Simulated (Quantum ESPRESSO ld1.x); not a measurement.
Tb XVIII, configuration [Kr] 4d10 4f2 (the NIST ground configuration). All-electron calculation, scalar-relativistic Kohn-Sham, PBE, spin-unpolarised, spherical densities, point nucleus. Program: ld1.x of Quantum ESPRESSO 7.5.

Normalised radial functions P(r) = r R(r), r in bohr:

```
   r/bohr * 3s, o 3d, + 4f (the largest magnitude, 2.33, reaches the edge; | marks zero, & curves that meet)
 0.003057                             &     *
 0.003917                             &      *
  0.00506                             &       *
 0.006484                             &        *
 0.008309                             &        *
  0.01073                             &        *
  0.01375                             &        *
  0.01763                             +o    *
  0.02277                             +o *
  0.02918                           * + o
  0.03739                     *       +  o
  0.04791                *            +     o
  0.06189             *               +        o
  0.07931                *            |+           o
   0.1016                         *   |+                o
   0.1313                             |  +      *            o
   0.1682                             |    +                *   o
   0.2156                             |      +                o  *
   0.2785                             |          +       o   *
   0.3569                             |           o &
   0.4573                             |     &        +
    0.586                             | &            +
    0.757                             &           +
   0.9701                             &       +
    1.243                             &   +
    1.606                             &+
    2.058                             &
```

3s: eigenvalue -2312.2 eV, 2 radial nodes at r = 0.0264, 0.110 bohr, <r> = 0.239 bohr, 90 % of the charge inside 0.350 bohr. 3d: eigenvalue -1631.6 eV, 0 radial nodes, <r> = 0.216 bohr, 90 % of the charge inside 0.336 bohr. 4f: eigenvalue -370.35 eV, 0 radial nodes, <r> = 0.603 bohr, 90 % of the charge inside 0.931 bohr.
